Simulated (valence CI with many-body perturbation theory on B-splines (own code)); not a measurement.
**Energy levels of Pt71+**

Computed by relativistic CI+MBPT: five valence electrons over a frozen Dirac-Fock core [He], a basis of 11 s, 11 p, 10 d, 8 f, 5 g, 2 h functions for each j, with the one-electron correlation potential Σ1 (screened to all orders), the two-electron term Σ2, the three-electron term Σ3, Breit, model QED; selected single and double excitations, second order for the rest, scaled by the run's own slope (own B-spline code, finite nucleus).

The last digits are not significant, and no measured levels were compared; by estimate large intervals hold to a few tenths of a per cent, small ones and those within an open d or f shell to about a per cent. Among the levels kept, up to 7600 cm⁻¹ of a level comes from second order outside the variational space, and about a tenth of that is noise between levels of different J, which matters for small intervals.

Levels 91 to 135 of 202, with energies above the lowest level, (2s^2 2p1/2^2 2p3/2) J=3/2. "Leading %" is the weight of the configuration and term that name the level; weights of strongly mixed levels are sums over their largest components and can fall short. In the jj column 3d3/2^4 stands for four electrons in 3d with j = 3/2. Lifetimes count E1, E2, E3, M1 and M2 decay at the calculated energies, and are blank where another channel may lead or the interval is too uncertain; long ones can be off by a factor of two.

| No. | Configuration | Term | J | E (eV) | Leading % | Lifetime | g | Leading jj |
| --- | --- | --- | --- | --- | --- | --- | --- | --- |
| 91 | 2s2 2p2 4s | 4P | 1/2 | 13791 | 45 | 5.02 fs | 1.992 | 2s^2 2p1/2^2 4s (100 %) |
| 92 | 2s 2p3 3p | 6P | 3/2 | 13808 | 41 | 4.25 fs | 1.728 | 2s 2p1/2 2p3/2^2 3p1/2 (100 %) |
| 93 | 2s 2p3 3s | 4P° | 1/2 | 13814 | 84 | 4.83 fs | 2.327 | 2s 2p1/2 2p3/2^2 3s (100 %) |
| 94 | 2s 2p3 3p | 4F | 5/2 | 13820 | 29 | 2.23 fs | 1.332 | 2s 2p1/2 2p3/2^2 3p1/2 (100 %) |
| 95 | 2s2 2p2 4p | 2P° | 1/2 | 13838 | 47 | 7.75 fs | 0.655 | 2s^2 2p1/2^2 4p1/2 (99 %) |
| 96 | 2s 2p3 3s | 2S° | 1/2 | 13840 | 55 | 2.41 fs | 1.072 | 2s 2p1/2 2p3/2^2 3s (98 %) |
| 97 | 2s 2p3 3s | 4S° | 3/2 | 13843 | 35 | 4.50 fs | 1.438 | 2s 2p1/2 2p3/2^2 3s (99 %) |
| 98 | 2s 2p3 3s | 4P° | 3/2 | 13847 | 34 | 3.55 fs | 1.342 | 2s 2p1/2 2p3/2^2 3s (99 %) |
| 99 | 2s 2p3 3s | 2D° | 3/2 | 13850 | 55 | 4.14 fs | 1.099 | 2s 2p1/2 2p3/2^2 3s (100 %) |
| 100 | 2s 2p3 3p | 2F | 7/2 | 13855 | 43 | 1.63 fs | 1.198 | 2s 2p1/2 2p3/2^2 3p1/2 (100 %) |
| 101 | 2s 2p3 3s | 2D° | 5/2 | 13855 | 85 | 7.48 fs | 1.210 | 2s 2p1/2 2p3/2^2 3s (99 %) |
| 102 | 2s 2p3 3s | 2P° | 1/2 | 13878 | 95 | 5.45 fs | 0.697 | 2s 2p1/2 2p3/2^2 3s (99 %) |
| 103 | 2s 2p3 3p | 4P | 5/2 | 13897 | 51 | 2.72 fs | 1.414 | 2s 2p1/2 2p3/2^2 3p1/2 (100 %) |
| 104 | 2s 2p3 3p | 4D | 1/2 | 13929 | 71 | 3.86 fs | 0.269 | 2s 2p1/2 2p3/2^2 3p1/2 (100 %) |
| 105 | 2s 2p3 3p | 4P | 1/2 | 13947 | 52 | 1.53 fs | 1.528 | 2s 2p1/2 2p3/2^2 3p1/2 (100 %) |
| 106 | 2s 2p3 3p | 2P | 3/2 | 13950 | 28 | 1.72 fs | 1.032 | 2s 2p1/2 2p3/2^2 3p1/2 (100 %) |
| 107 | 2s 2p3 3p | 2F | 5/2 | 13957 | 61 | 2.54 fs | 0.965 | 2s 2p1/2 2p3/2^2 3p1/2 (100 %) |
| 108 | 2s 2p3 3p | 4D | 3/2 | 13961 | 36 | 1.60 fs | 1.073 | 2s 2p1/2 2p3/2^2 3p1/2 (100 %) |
| 109 | 2s 2p3 3p | 2P | 3/2 | 14008 | 40 | 2.32 fs | 1.168 | 2s 2p1/2 2p3/2^2 3p1/2 (99 %) |
| 110 | 2s 2p3 3p | 4P | 1/2 | 14010 | 42 | 3.09 fs | 1.866 | 2s 2p1/2 2p3/2^2 3p1/2 (99 %) |
| 111 | 2s2 2p2 4p | 2P° | 3/2 | 14061 | 36 | 13.3 fs | 1.325 | 2s^2 2p1/2^2 4p3/2 (100 %) |
| 112 | 2s2 2p2 3p | 4D° | 7/2 | 14073 | 65 | 92.8 fs | 1.300 | 2s^2 2p3/2^2 3p3/2 (99 %) |
| 113 | 2s2 2p2 3p | 2D° | 5/2 | 14073 | 52 | 78.3 fs | 1.298 | 2s^2 2p3/2^2 3p3/2 (99 %) |
| 114 | 2s2 2p2 3p | 2P° | 1/2 | 14074 | 53 | 64.9 fs | 1.250 | 2s^2 2p3/2^2 3p3/2 (98 %) |
| 115 | 2s2 2p2 4d | 2D | 3/2 | 14099 | 43 | 3.56 fs | 0.789 | 2s^2 2p1/2^2 4d3/2 (100 %) |
| 116 | 2s2 2p2 3p | 2P° | 3/2 | 14128 | 61 | 68.8 fs | 1.297 | 2s^2 2p3/2^2 3p3/2 (99 %) |
| 117 | 2s2 2p2 3p | 2P° | 3/2 | 14157 | 61 | 82.3 fs | 1.310 | 2s^2 2p3/2^2 3p3/2 (99 %) |
| 118 | 2s2 2p2 4d | 2D | 5/2 | 14161 | 37 | 1.23 fs | 1.192 | 2s^2 2p1/2^2 4d5/2 (100 %) |
| 119 | 2s2 2p2 4f | 2F° | 5/2 | 14180 | 42 | 2.52 fs | 0.848 | 2s^2 2p1/2^2 4f5/2 (100 %) |
| 120 | 2s2 2p2 3d | 2D | 3/2 | 14200 | 29 | 551 as | 1.164 | 2s^2 2p3/2^2 3d3/2 (99 %) |
| 121 | 2s2 2p2 3d | 2F | 7/2 | 14202 | 38 | 563 as | 1.075 | 2s^2 2p3/2^2 3d3/2 (99 %) |
| 122 | 2s2 2p2 3d | 4D | 5/2 | 14202 | 28 | 536 as | 1.130 | 2s^2 2p3/2^2 3d3/2 (98 %) |
| 123 | 2p4 3s | 4P | 5/2 | 14204 | 66 | 10.5 fs | 1.434 | 2p1/2^2 2p3/2^2 3s (97 %) |
| 124 | 2s2 2p2 3d | 4P | 1/2 | 14206 | 49 | 446 as | 1.670 | 2s^2 2p3/2^2 3d3/2 (98 %) |
| 125 | 2s2 2p2 4f | 2F° | 7/2 | 14207 | 38 | 2.59 fs | 1.135 | 2s^2 2p1/2^2 4f7/2 (100 %) |
| 126 | 2p4 3s | 2P | 3/2 | 14216 | 54 | 2.88 fs | 1.167 | 2p1/2^2 2p3/2^2 3s (96 %) |
| 127 | 2s2 2p2 3d | 2D | 3/2 | 14271 | 68 | 570 as | 0.814 | 2s^2 2p3/2^2 3d3/2 (97 %) |
| 128 | 2p4 3s | 2S | 1/2 | 14280 | 63 | 5.07 fs | 1.968 | 2p1/2^2 2p3/2^2 3s (97 %) |
| 129 | 2s2 2p2 3d | 2F | 7/2 | 14311 | 48 | 143 fs | 1.233 | 2s^2 2p3/2^2 3d5/2 (94 %) |
| 130 | 2s2 2p2 3d | 4F | 9/2 | 14312 | 63 | 1.81 ps | 1.231 | 2s^2 2p3/2^2 3d5/2 (96 %) |
| 131 | 2p4 3p | 4P° | 3/2 | 14318 | 30 | 872 as | 1.435 | 2p1/2^2 2p3/2^2 3p1/2 (98 %) |
| 132 | 2p4 3p | 2D° | 5/2 | 14319 | 36 | 891 as | 1.170 | 2p1/2^2 2p3/2^2 3p1/2 (98 %) |
| 133 | 2s2 2p2 3d | 2P | 1/2 | 14329 | 58 | 953 as | 1.191 | 2s^2 2p3/2^2 3d5/2 (96 %) |
| 134 | 2s 2p3 3p | 6P | 7/2 | 14333 | 48 | 25.8 fs | 1.442 | 2s 2p1/2 2p3/2^2 3p3/2 (96 %) |
| 135 | 2s 2p3 3p | 4P | 5/2 | 14337 | 31 | 2.84 fs | 1.470 | 2s 2p1/2 2p3/2^2 3p3/2 (95 %) |

Where two levels of one J and parity lie close, their mixing, g and order are uncertain.
